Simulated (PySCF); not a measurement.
Cl₂Sr (SMILES [Cl][Sr][Cl]), singlet, geometry from GFN2-xTB (such geometries of metal compounds can be far from the true shape) (all electrons, no relativity). Base run: R2SCAN/3-21G run with PySCF.

Here is a job for PySCF.
```python
from pyscf import gto, scf, dft

mol = gto.M(
    atom='''
Sr    0.291224   -0.610948    0.120886
Cl    1.080314    1.073658   -1.546550
Cl   -1.731286    0.291991    1.276334
''',
    basis='3-21g',
    charge=0,
    spin=0,
    verbose=5,
)

mf = dft.RKS(mol)
mf.xc = 'r2scan'
mf.kernel()
mf.analyze()
```

Each row names what was changed in the base input (with any setting that the change needs).

```tsv
change	E (Eh)	HOMO (eV)	HOMO-LUMO gap (eV)	dipole (D)	core-seconds (rough)
base	-4034.77675	-6.39	3.43	11.67	4
functional = b97-1	-4034.73673	-7.10	4.11	11.41	3
functional = bp86	-4035.36559	-6.19	2.76	10.93	4
functional = pbe0	-4034.38437	-7.41	4.49	11.61	3
functional = revpbe	-4034.55325	-6.05	2.69	10.95	3
functional = camb3lyp	-4035.17398	-8.69	6.33	11.66	5
functional = b3lyp5	-4034.77456	-7.02	3.90	11.21	3
functional = mn12l	-4033.05390	-6.57	3.55	12.23	5
functional = m062x	-4035.10285	-8.61	6.29	11.99	4
functional = pbe0; dispersion = d3bjm	-4034.39878	-7.41	4.49	11.61	3
functional = bhandhlyp	-4035.03875	-8.56	6.01	11.88	3
functional = b97m_v	-4034.13531	-6.45	3.08	11.40	90
functional = lda,vwn	-4028.09440	-6.25	2.65	10.67	2
```

Total energies compare only within one method and basis.
